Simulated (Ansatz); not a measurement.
C2H5BrSi can be A, `C=C([SiH3])Br`, or B, `BrC1C[SiH2]1`.

Calculated with Ansatz (gas phase, PBE0-D4/def2-TZVP geometries, no zero-point term in ΔE). CCSD(T)/CBS adds triple-zeta CCSD(T) − MP2 to the extrapolated MP2 energy (def2 sets, frozen cores). Functionals use def2-TZVPP. B3LYP here is the variant with VWN-RPA as its local correlation; programs differ in this. For Br outer-core shells are correlated without core-valence functions, which leaves a few kJ/mol of doubt a bond. Scalar relativity is left out up to krypton.

A:

Z-matrix (Å, degrees):
```
Si
C 1 1.867
H 1 1.484 2 109.5
H 1 1.484 2 109.5 3 -119.8
H 1 1.486 2 108.1 3 120.1
Br 2 1.904 1 114.0 3 60.0
C 2 1.325 1 126.1 3 -120.0
H 7 1.085 2 123.0 1 180.0
H 7 1.086 2 119.5 1 0.0
```

B:

Z-matrix (Å, degrees):
```
C
C 1 1.531
Si 1 1.850 2 65.7
Br 1 1.921 2 117.5 3 115.3
H 1 1.084 2 115.7 3 -112.9
H 2 1.086 1 115.6 3 -108.9
H 2 1.086 1 116.0 3 115.6
H 3 1.478 1 118.8 2 -106.7
H 3 1.475 1 118.3 2 103.9
```

**Question.** Which isomer does CCSD(T)/CBS put lower? Give the gap. (An estimate is asked.)

**Answer.** The calculation gave: A, by 46.9 kJ/mol.

**Question.** Give E(B) − E(A) in kJ/mol with PBE0-D4, B3LYP, B3LYP-D4, MP2/def2-TZVPP, r2SCAN-D4, B2PLYP, CCSD(T)/def2-TZVPP. (Best estimate.)

**Answer.** Computed: PBE0-D4 30.6, B3LYP 53.1, B3LYP-D4 54.1, MP2/def2-TZVPP 40.5, r2SCAN-D4 37.7, B2PLYP 50.4, CCSD(T)/def2-TZVPP 49.1. None reverses the order clearly.

Largest T1 diagnostic: 0.010.

In def2-TZVPP, CCSD(T) changes the Hartree–Fock value by −22.2 kJ/mol (the triples alone add −0.4 kJ/mol) and MP2 by −30.8 kJ/mol. From PBE to PBE0 (25 % exact exchange), in def2-TZVPP and without D4, E(B) − E(A) moves by −3.4 kJ/mol.
